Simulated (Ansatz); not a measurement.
Reaction (formal exchange of groups at a B–C bond): `COCBC=N` + CH₄ → `CBCOC` + `C=N`

Program: Ansatz. Geometries: PBE0-D4/def2-TZVP. ΔE: electronic, gas phase. CCSD(T)/CBS is the MP2 limit (def2-TZVPP, def2-QZVPP) plus CCSD(T) − MP2 in def2-TZVPP, frozen cores. This one scheme is used for every species. DFT in def2-TZVPP. B3LYP here is the variant with VWN-RPA as its local correlation; programs differ in this. Each species was taken in one conformer, which may not be the lowest.

```
             level  ΔE (kcal/mol)
           ωB97M-V            0.1
               PBE            0.2
             B3LYP            0.6
SCS-MP2/def2-TZVPP            0.9
```

(1) What does CCSD(T)/CBS give? (An estimate is asked.)

Largest T1 diagnostic among the species: 0.012.

Answers

(1) The calculation gave: +0.6 kcal/mol. The listed levels differ from it by -0.5, -0.4, 0.0, 0.3 kcal/mol.
